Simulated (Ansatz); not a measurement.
`B/C=C/CO` + `C[SiH](N)Cl` → `BN[SiH](C)Cl` + `C=CCO`  (ligand exchange at a B–C bond)

Calculated with Ansatz (gas phase, PBE0-D4/def2-TZVP geometries, no zero-point term in ΔE). CBS: MP2 limit from def2 TZ/QZ plus the TZ coupled-cluster correction, frozen cores. DFT in def2-TZVPP. B3LYP here is the variant with VWN-RPA as its local correlation; programs differ in this. One conformer a species, not always the lowest.

`B/C=C/CO`:

Cartesian coordinates in Å:
```
B -1.544 -1.653 0.614
C -0.278 -0.794 0.643
C 0.010 0.042 -0.368
C 1.227 0.898 -0.469
O 0.921 2.216 -0.872
H -2.312 -1.520 -0.297
H -1.786 -2.450 1.472
H 0.435 -0.847 1.466
H -0.684 0.130 -1.204
H 1.787 0.877 0.475
H 1.884 0.496 -1.248
H 0.339 2.603 -0.213
```

`C[SiH](N)Cl`:

Cartesian coordinates in Å:
```
C -0.678 1.236 0.006
Si -0.110 -0.482 0.406
N 1.367 -0.806 -0.384
Cl -1.652 -1.771 -0.136
H -1.631 1.448 0.494
H 0.060 1.969 0.341
H -0.820 1.353 -1.071
H 0.101 -0.725 1.851
H 1.472 -0.590 -1.363
H 1.892 -1.632 -0.143
```

`BN[SiH](C)Cl`:

```xyz
12

B     0.105   -1.463   -1.284
N    -0.895   -0.682   -0.692
Si   -0.707    0.605    0.458
C     1.072    0.983    0.780
Cl   -1.621    0.048    2.224
H     1.251   -1.260   -1.006
H    -0.199   -2.319   -2.064
H    -1.848   -0.897   -0.955
H    -1.468    1.784   -0.015
H     1.593    0.112    1.182
H     1.141    1.794    1.509
H     1.576    1.296   -0.137
```

`C=CCO`:

Z-matrix (Å, degrees):
```
C
C 1 1.492
O 1 1.415 2 112.1
H 1 1.099 2 109.9 3 -124.6
H 1 1.094 2 110.3 3 117.1
C 2 1.326 1 124.1 3 122.6
H 2 1.088 1 115.7 3 -56.1
H 3 0.961 1 107.6 2 -55.7
H 6 1.086 2 121.2 1 0.9
H 6 1.084 2 121.9 1 -179.7
```

Problem. Is it downhill or uphill in electronic energy at CCSD(T)/CBS, and by how much? (Best estimate.)

Solution. The calculation gave: Downhill: ΔE = -108.2 kJ/mol.

Problem. What do these levels give: r2SCAN-D4, PBE0-D4, B3LYP-D4, ωB97X-V, B2PLYP, PBE, PBE0, B3LYP, CCSD(T)/def2-TZVPP, MP2/def2-QZVPP, HF/CBS(def2), CCSD/CBS(def2)? (An estimate is asked.)

Solution. The calculation gave: r2SCAN-D4 -104.3, PBE0-D4 -104.1, B3LYP-D4 -106.8, ωB97X-V -106.3, B2PLYP -106.1, PBE -101.8, PBE0 -102.4, B3LYP -103.7, CCSD(T)/def2-TZVPP -110.0, MP2/def2-QZVPP -107.8, HF/CBS(def2) -101.4, CCSD/CBS(def2) -107.5 kJ/mol.

Largest T1 diagnostic among the species: 0.011.

In def2-TZVPP, CCSD(T) changes the Hartree–Fock value by −8.5 kJ/mol (the triples alone add −0.7 kJ/mol) and MP2 by −7.4 kJ/mol. The D4 term adds −3.1 kJ/mol with B3LYP and −1.7 kJ/mol with PBE0; it sums over pairs of atoms, weighted by their polarisabilities, and B3LYP, whose exchange is more repulsive, gets the larger term.
